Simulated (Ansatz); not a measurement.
# NH3 ··· SbH3

The pair of NH3 (SMILES N, atoms 1–4) and SbH3 (SMILES [SbH3], atoms 5–8), both closed shells, in one local arrangement (a lower one may exist), relaxed at PBE0-D4/def2-TZVP:

```
8
angstrom
N 0.0016 0.1688 -1.5444
H -0.8883 0.3315 -1.9995
H 0.5197 1.0385 -1.5723
H 0.5088 -0.5044 -2.1055
Sb -0.3515 -0.7922 1.4327
H -0.8689 0.8319 1.3830
H 1.2877 -0.3568 1.2557
H -0.2089 -0.7173 3.1504
```

Ansatz 0.2.0; basis: def2-TZVPPD, with def2-QZVPPD for the basis limit; cores frozen in the correlated methods. Filled d shells of the heavier atoms are correlated. Core potentials replace the inner electrons of the atoms past krypton. The def2 sets are not built for correlating such inner shells, so the correlated values are less sure here. B3LYP uses VWN-RPA correlation. Extrapolation: Hartree–Fock as exp(−7.88 √X), correlation as X^−2.97. Interaction energies count from these two fragments, frozen as in the pair, with the counterpoise correction; negative means bound.

Question: What is the interaction energy by CCSD(T) at an estimated basis limit (MP2 extrapolated from triple and quadruple zeta, plus CCSD(T) − MP2 in triple zeta)? (To be estimated.)

Answer: The calculation gives: -2.84 kcal/mol. Hartree–Fock alone gives -0.78 kcal/mol at the basis limit. It counts from the two fragments frozen as in the pair.

The same quantity by other methods in triple zeta, and each one's difference from that estimate:
```csv
method,E_int (kcal/mol),difference
PBE-D4,-3.49,-0.65
revPBE-D4,-3.29,-0.45
BLYP-D4,-3.06,-0.22
r2SCAN-D4,-2.99,-0.15
B97M-V,-3.63,-0.79
PBE0-D4,-3.41,-0.57
B3LYP-D4,-3.18,-0.34
HSE06-D4,-3.38,-0.54
wB97X-V,-3.11,-0.27
wB97M-V,-3.21,-0.37
B2PLYP,-1.85,0.99
HF,-0.73,2.11
MP2,-2.55,0.29
CCSD,-1.99,0.85
CCSD(T),-2.30,0.54
```
Differences are method less estimate.

Basis-set superposition shift (counterpoise-corrected less uncorrected): CCSD(T) 0.84; MP2 0.84; HF 0.09; PBE0-D4 0.12; wB97M-V 0.16 kcal/mol.

T1 diagnostic: at most 0.015.

For scale, one of the runs: CCSD(T)/def2-TZVPPD, 195 basis functions, launched by `ansatz run in.yaml --threads 4 --pin off --events-out ev --progress --plain --max-ram 9574MiB`. Hardware: 4 CPU threads of an Arm Neoverse V1, shared host. Wall time 42 s; peak host memory 2.5 GiB.
